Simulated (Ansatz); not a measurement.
Basis sets compared for [PrCl6]3- (PrCl₆³⁻). Charge -3, multiplicity 3. Geometry PBE0-D4/def2-SVP. Ansatz on 4 threads of Arm Neoverse V1 on a shared host; times are rough, and most runs start from earlier orbitals.

```xyz
7

Pr    0.000    0.000    0.000
Cl    0.192   -0.635    2.720
Cl   -0.192    0.634   -2.720
Cl   -1.769    2.082    0.610
Cl    1.769   -2.082   -0.610
Cl   -2.170   -1.767   -0.259
Cl    2.170    1.768    0.259
```

In the def2 sets Pr takes a core potential; there is no spin–orbit coupling. With an open 4f shell the SCF may have ended on a state above the lowest. A multiply charged anion in the gas phase is held together partly by the finite basis. Removing one electron lowers the energy by 1.79 eV at PBE0-D4/def2-TZVP, so it isn't bound. At PBE-D4/def2-SVP, PBE-D4/def2-TZVP, PBE0-D4/def2-SVP, PBE0-D4/def2-TZVP the highest occupied level of the charge -3 triplet lies above zero (up to 7.23 eV). By energy differences it is unbound by 3.45 eV (vertical, to the charge -2 doublet, at PBE-D4/def2-TZVP) and held by the finite basis. No other spin state of charge -3 was run.

```tsv
level	functions	energy (Eh)	HOMO (eV)	LUMO (eV)	wall time
PBE-D4/def2-SVP	186	-3276.4393	7.23	7.81	29 s
PBE0-D4/def2-SVP	186	-3276.6624	3.98	9.86	52 s
```

Question: Estimate the rows for PBE-D4/def2-TZVP, PBE0-D4/def2-TZVP (with forces).

Answer: 
```tsv
level	functions	energy (Eh)	HOMO (eV)	LUMO (eV)	wall time
PBE-D4/def2-TZVP	315	-3277.4484	6.21	6.78	53 s
PBE0-D4/def2-TZVP (with forces)	315	-3277.6514	3.17	8.91	14 min
```
